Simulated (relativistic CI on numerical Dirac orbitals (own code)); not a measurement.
## Hyperfine structure of Pd XXXIX, mass number 105

Method of calculation: Dirac-Coulomb-Breit CI, separate exchange-only KLI orbitals for each configuration, QED by a radiative potential, unscaled Slater integrals (own radial code, finite nucleus).

Configurations in the expansion (outside the closed core 1s2): 2s2.2p4, 2s.2p5, 2p6, 2p5.3s, 2p5.3p, 2p5.3d, 2s2.2p3.3s, 2s2.2p3.3p, 2s2.2p3.3d, 2s.2p4.3s, 2s.2p4.3p, 2s.2p4.3d, 2s2.2p3.4s, 2s2.2p3.4p, 2s2.2p3.4d, 2s2.2p3.4f. Levels of other configurations are missing.

Nuclear spin I = 5/2, μ = -0.642 μN, Q = 0.66 b (tables of Stone and Pyykkö). The electronic factors are computed for point nuclear moments, without core polarisation or the Bohr-Weisskopf and QED corrections.

| Level | E (10³ cm⁻¹) | A (GHz) | B (GHz) |
| --- | --- | --- | --- |
| 2s2.2p4 3P_2 | 0.0 | -44.51 | 43.1 |
| 2s2.2p4 3P_1 | 1305.8 | 11.59 | -109 |
| 2s2.2p4 1D_2 | 1428.4 | -103.9 | -262 |
| 2s.2p5 3P°_2 | 3014.8 | -252.1 | -217 |
| 2s.2p5 3P°_1 | 3347.0 | 130.3 | -31.6 |
| 2s.2p5 1P°_1 | 4621.9 | -541.8 | -77.5 |

Levels with J = 0, under 50 % of one LS term, or S terms without an open s electron are left out. Small factors come from cancelling terms and can be off by tens of per cent or more.

At this charge energies of transitions that change n are usually good to better than 1 %, and those within a shell (Δn = 0) to a few per cent.

Task: Give the hyperfine levels of 2s2.2p4 3P_2 relative to its centre of gravity.

Result: With K = F(F + 1) − I(I + 1) − J(J + 1), E = AK/2 + B[¾K(K + 1) − I(I + 1)J(J + 1)]/[2I(2I − 1)J(2J − 1)]: F = 1/2: 341.7, F = 3/2: 255.6, F = 5/2: 122.8, F = 7/2: -40.56, F = 9/2: -211.8 GHz.

LS names give the leading component of a level, which can be under half, so a name can repeat, a term be missing and a line seem to break the LS rules.
